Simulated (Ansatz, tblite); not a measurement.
Spin states of the cluster Ag₂Cl₂⁺, each relaxed with r2SCAN-D4/def2-SVP in Ansatz. Electronic energies in the gas phase.

In the def2 sets Ag takes a core potential; there is no spin–orbit coupling. The xTB rows come from tblite. Correlated methods freeze 10 core orbitals; core or outer-core shells of Ag are correlated, in sets that lack core-valence functions. The structure comes from a short search, and lower isomers may exist.

Doublet geometry (D2h within 0.1 Å):

```xyz
4

Ag   -0.480    1.474    0.387
Ag    0.480   -1.474   -0.389
Cl   -1.722   -0.426   -0.511
Cl    1.722    0.426    0.512
```

Quartet geometry (D2h within 0.1 Å):

| atom | x (Å) | y (Å) | z (Å) |
| --- | --- | --- | --- |
| Ag1 | -0.529 | -0.812 | -1.893 |
| Ag2 | 0.529 | 0.812 | 1.893 |
| Cl3 | -1.289 | 0.497 | 0.147 |
| Cl4 | 1.289 | -0.497 | -0.147 |

⟨S²⟩: doublet 0.76 at PBE0-D4/def2-TZVP (pure 0.75), quartet 3.76 at PBE0-D4/def2-TZVP (pure 3.75).

Run but left out: HF/STO-3G (doublet: ⟨S²⟩ 1.76, where a pure state has 0.75); HF/def2-SVP, MP2/def2-SVP, CCSD/def2-SVP, CCSD(T)/def2-SVP (flagged by the program: other roots).

Only these spin states were relaxed. The quartet has other bonds than the doublet, so the gap mixes isomer and spin.

Second-order perturbation terms are unreliable where d shells bring near-degenerate states, and here MP2/def2-TZVP lies more than 0.4 eV from the median of the functionals without such a term.

```json
{"level": "GFN1-xTB", "quartet − doublet (kJ/mol)": "279.5", "lowest of these": "doublet"}
{"level": "GFN2-xTB", "quartet − doublet (kJ/mol)": "408.4", "lowest of these": "doublet"}
{"level": "HF/def2-TZVP", "quartet − doublet (kJ/mol)": "359.9", "lowest of these": "doublet"}
{"level": "PBE-D4/def2-TZVP", "quartet − doublet (kJ/mol)": "329.3", "lowest of these": "doublet"}
{"level": "revPBE-D4/def2-TZVP", "quartet − doublet (kJ/mol)": "326.9", "lowest of these": "doublet"}
{"level": "BLYP-D4/def2-TZVP", "quartet − doublet (kJ/mol)": "312.9", "lowest of these": "doublet"}
{"level": "r2SCAN-D4/def2-TZVP", "quartet − doublet (kJ/mol)": "356.4", "lowest of these": "doublet"}
{"level": "PBE0-D4/def2-TZVP", "quartet − doublet (kJ/mol)": "385.3", "lowest of these": "doublet"}
{"level": "r2SCAN0-D4/def2-TZVP", "quartet − doublet (kJ/mol)": "400.5", "lowest of these": "doublet"}
{"level": "CAM-B3LYP-D4/def2-TZVP", "quartet − doublet (kJ/mol)": "408.3", "lowest of these": "doublet"}
{"level": "ωB97M-V/def2-TZVP", "quartet − doublet (kJ/mol)": "437.9", "lowest of these": "doublet"}
{"level": "RPA@PBE/def2-TZVP", "quartet − doublet (kJ/mol)": "360.7", "lowest of these": "doublet"}
{"level": "MP2/def2-TZVP", "quartet − doublet (kJ/mol)": "465.4", "lowest of these": "doublet"}
```

Change of the quartet − doublet gap on mixing in exact exchange, in kJ/mol: PBE to PBE0 (25 % exact exchange) 55.9; r2SCAN to r2SCAN0 (25 % exact exchange) 44.1.

The xTB methods have no spin-polarisation term.
